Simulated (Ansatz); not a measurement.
## Two structures, one formula

Two relaxed structures of BSnH$_{3}$S, closed shell (PBE0-D4/def2-TZVP; forces vanish, vibrations not checked).

A:

B1  (-0.874, -0.967, -0.314)
S2  (0.623, -1.603, 0.243)
Sn3  (0.214, 0.923, 0.071)
H4  (-1.927, -1.350, -0.699)
H5  (1.461, 1.488, -0.950)
H6  (0.503, 1.509, 1.649)
(Å)

B:

```
atom    x (Å)    y (Å)    z (Å)
  B1  -0.1209  -0.7613  -0.0307
  S2   1.0733  -1.8503   0.6849
 Sn3  -0.0494   1.5107   0.1625
  H4  -1.0519  -1.2394  -0.6152
  H5   0.7211   1.5589  -1.4339
  H6   0.5876  -3.0544   0.3206
```

Ansatz 0.2.0; basis: def2-TZVPP; cores frozen in the correlated methods. Filled d shells of the heavier atoms are correlated. Core potentials replace the inner electrons of the atoms past krypton. The def2 sets are not built for correlating such inner shells, so the correlated values are less sure here. B3LYP uses VWN-RPA correlation.

(1) Which structure is lower at CCSD(T), and by how much? (An estimate is asked for; the value comes from the calculation.)

T1 diagnostic: at most 0.018. The restricted Hartree–Fock reference is unstable towards an unrestricted one at one or more of these structures.

## Answers

(1) The calculation gives: A, by 9.97 kcal/mol (electronic energy, against the other). By their contacts, A is BSnH₃S ([BH]1[S][SnH2]1) and B is BSnH₃S ([SH][BH][SnH]).

All methods give the same order:

| method | E(B) − E(A) (kcal/mol) |
| --- | --- |
| PBE-D4 | 9.26 |
| r2SCAN-D4 | 11.39 |
| PBE0-D4 | 8.77 |
| B3LYP-D4 | 5.32 |
| wB97M-V | 7.76 |
| HF | 0.67 |
| MP2 | 12.18 |
| CCSD | 7.28 |
| CCSD(T) | 9.97 |

Labels in which every atom is bracketed show which atoms are joined, not bond orders.

For scale, one of the runs: CCSD(T)/def2-TZVPP, 165 basis functions, launched by `ansatz run in.yaml --threads 2 --pin off --events-out ev --progress --plain --max-ram 4352MiB`. Hardware: 2 CPU threads of an Arm Neoverse V2, shared host. Wall time 38 s; peak host memory 1.4 GiB.
